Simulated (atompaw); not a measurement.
**Scattering properties, PAW (atompaw) potential for copper**

- Element: copper (Cu)
- Generator: atompaw 4.2.0.5
- Type: PAW
- Functional: PBE
- Relativity: scalar-relativistic
- Frozen core: [Ar]
- Valence charge: 11
- Reference configuration: 3d10 4s1 4p0
- Partial waves: 4s (bound); 4s channel at 0.6 Ry; 4p (bound, empty); 4p channel at 0.65 Ry; 3d (bound); 3d channel at 0.15 Ry
- Local potential: ultrasoft scheme with l = 3 at -0.5 Ry, radius 2.75 bohr
- Core correction: smooth core density matched at 1.75 bohr
- Augmentation charge: sinc compensation charge, radius 2.45 bohr; PAW radius 3.00 bohr; waves and projectors: bloechl

The phase is arctan(r·u′/u) with u = r·R(r), unwrapped; energies in Ry, scanned from -2 to 5 Ry. A pole is an energy at which the radial function vanishes at the test radius. The pseudo phase is shifted by a multiple of π to meet the all-electron one at the reference energy, and phase errors are pseudo minus all-electron; the curves can meet again beyond the range given. Levels narrower than the energy grid can be missing from the lists of poles.

```
channel  radius (bohr)  reference energy (Ry)  poles, all-electron  poles, pseudo  unbroken range about the reference energy with phases within 0.05 rad  phase error 1 Ry above the reference energy (rad)
      s           3.02                  -0.34                 0.52     0.52, 4.79                                                              below 2.4                                             -0.000
      p           3.02                  -0.05                 1.37           1.44                                                              below 1.1                                             -0.002
      d           3.02                  -0.37          -0.32, 2.95    -0.32, 3.33                                                              below 1.2                                             +0.002
```

Phases in the s channel:

| E (Ry) | all-electron | pseudo |
| --- | --- | --- |
| -2.00 | 1.290 | 1.290 |
| -1.52 | 1.219 | 1.219 |
| -1.04 | 1.055 | 1.055 |
| -0.56 | 0.283 | 0.283 |
| -0.08 | -1.233 | -1.233 |
| 0.40 | -1.534 | -1.534 |
| 0.88 | -1.656 | -1.656 |
| 1.36 | -1.752 | -1.752 |
| 1.84 | -1.876 | -1.879 |
| 2.32 | -2.141 | -2.164 |
| 2.80 | -3.088 | -3.267 |
| 3.28 | -4.152 | -4.256 |
| 3.76 | -4.444 | -4.510 |
| 4.24 | -4.560 | -4.622 |
| 4.72 | -4.624 | -4.700 |
